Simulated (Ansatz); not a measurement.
`CNB(S)C=O` + H–F → `CNB(F)S` + `C=O`  (ligand exchange at a B–C bond)

Calculated with Ansatz (gas phase, PBE0-D4/def2-TZVP geometries, no zero-point term in ΔE). CBS: MP2 limit from def2 TZ/QZ plus the TZ coupled-cluster correction, frozen cores. This one scheme is used for every species. Functionals use def2-TZVPP. B3LYP here is the variant with VWN-RPA as its local correlation; programs differ in this. One conformer a species, not always the lowest.

```tsv
species	B3LYP-D4 energy (Eh)
`CNB(S)C=O`	-633.04649
H–F	-100.49283
`CNB(F)S`	-619.02633
`C=O`	-114.55645
```

Work out ΔE.

ΔE = (-619.02633) + (-114.55645) − (-633.04649) − (-100.49283) = -0.04346 Eh = -1.18 eV. CCSD(T)/CBS gives -1.11 eV.

Largest T1 diagnostic among the species: 0.015.

The D4 term adds +0.10 eV with B3LYP and +0.05 eV with PBE0; it sums over pairs of atoms, weighted by their polarisabilities, and B3LYP, whose exchange is more repulsive, gets the larger term. From PBE to PBE0 (25 % exact exchange), in def2-TZVPP and without D4, ΔE moves by −0.07 eV.
